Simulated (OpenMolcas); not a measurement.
# Cr²⁺: Racah parameters, worked from levels

| Property | Result |
| --- | --- |
| Program | OpenMolcas 26.06 |
| Basis | ANO-RCC-VQZP [7s6p4d3f2g1h] |
| Scalar Hamiltonian | DKH2, point nucleus |
| Active space | 4 electrons in 10 orbitals (3d 4d) |
| State averaging | 2S+1 = 5 even, 5 roots; 2S+1 = 3 even, 45 roots; 2S+1 = 1 even, 44 roots |
| Spin-orbit coupling | state interaction with AMFI integrals over the reference wave functions, term energies averaged over their components |

Methods: CASSCF; MS-CASPT2, IPEA 0.25 Eh, imaginary shift 0.1 Eh (closed shells correlated: 3s 3p). Measured levels: Sugar and Corliss, J. Phys. Chem. Ref. Data 6, 317 (1977).

**Racah parameters.** Above 5D, d4 has 3G at 9B + 4C, 3H at 4B + 4C and 3D at 16B + 4C. The first two fix B and C, and the third tests them; where it misses by thousands of cm-1, two parameters do not describe the configuration (Trees and configuration-interaction terms are left out) and B and C hang on the terms chosen. Term energies are centres of gravity, weighted by 2J + 1.

```csv
Source,3G,3H,B,C,C/B,"3D from B, C",3D found
CASSCF,23901,18884,1003,3718,3.71,30920,30982
MS-CASPT2,20775,17129,729,3553,4.87,25876,25833
measured,20521,17065,691,3575,5.17,25356,25418
```

Energies in cm-1. From CASSCF to MS-CASPT2, B changes by -27.3 % and C by -4.4 %. Against the measured terms, MS-CASPT2 has B off by +5.5 % and C by -0.6 %.

CASPT2 does not keep the components of a term degenerate, so their means are used; among the terms shown or strongly mixed into the levels shown the widest spread is 250 cm-1 (3d4 3H, MS-CASPT2). Active for correlation alone: 4d; no level in the range computed is led by a configuration that fills it, so any true level of that kind is missing. Without dynamic correlation excited terms often stand tens of per cent too high (terms of higher spin than the ground term too low), and those without a measured partner can miss by more than the paired ones (holds for CASSCF). Measured partners are found by configuration, term and J. A level has none where our copy of the source lacks it or the pairing is in doubt (some pairs that miss far off the trend of their configuration count as doubtful), and it then counts in no deviation. Only configurations of the active space appear.
